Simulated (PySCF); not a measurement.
**Worked example: chemical shift, span and skew from a shielding tensor**

AlH4NO2, SMILES [NH2][Al]([OH])[OH]. Atoms are numbered in the order given.

```xyz
8

Al    -0.0024     0.0202     0.0000
O     -1.4142     0.9748     0.0000
H     -2.3228     0.6660     0.0000
O      1.5107     0.7999     0.0000
H      1.6114     1.7553     0.0000
N     -0.0070    -1.7466     0.0000
H      0.8404    -2.3054     0.0000
H     -0.8221    -2.3494     0.0000
```
Charge 0, spin multiplicity 1.

Geometry: B3LYP-D3(BJ)/def2-SVP. The values are those of a single conformer.

GIAO shieldings from PBE0/pcSseg-1 (PySCF), non-relativistic, no solvent. The symmetric part of the tensor of N6 has the principal values 235.0, 284.8, 287.9 ppm. The same nucleus in NH3 has σ = 267.4 ppm at this level (PySCF, at its B3LYP-D3(BJ)/def2-TZVP geometry).

Question: Work out the isotropic shielding, the ¹⁵N shift against NH3, the span and the skew.

Answer: 
σ(iso) = (σ11 + σ22 + σ33)/3 = 269.2 ppm. δ = σ(ref) − σ(iso) = 267.4 − (269.2) = -1.8 ppm.
Span Ω = σ33 − σ11 = 52.9 ppm. Skew κ = 3(σ(iso) − σ22)/Ω = -0.88. Tumbling in solution averages the tensor to δ; in a static solid the shielding alone would spread this spin-1/2 line over Ω.
